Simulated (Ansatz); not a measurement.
Cartesian coordinates (Å):
```xyz
5

F     -1.0211    -1.3488    -0.8119
Sn     0.0000     0.0000     0.0000
F     -0.9399     1.6226    -0.0677
F      0.3304    -0.4572     1.7896
F      1.6307     0.1833    -0.9101
```
Charge 0, spin multiplicity 1.

Level of theory: frozen-core CCSD(T)/def2-TZVPP // PBE0-D3(BJ)/def2-TZVP (Ansatz, a first-principles code).

```
Quantity                       Result
----------------------  -------------
HF energy               -611.40364 Ha
MP2 correlation energy    -1.31284 Ha
```

Q: Estimate the CCSD correlation energy, the (T) correction, the total energy and the T1 diagnostic.

A: 
| Quantity | Result |
|---|---|
| CCSD correlation energy | -1.29858 Ha |
| (T) correction | -0.03862 Ha |
| CCSD(T) total energy | -612.74084 Ha |
| T1 diagnostic | 0.015 |
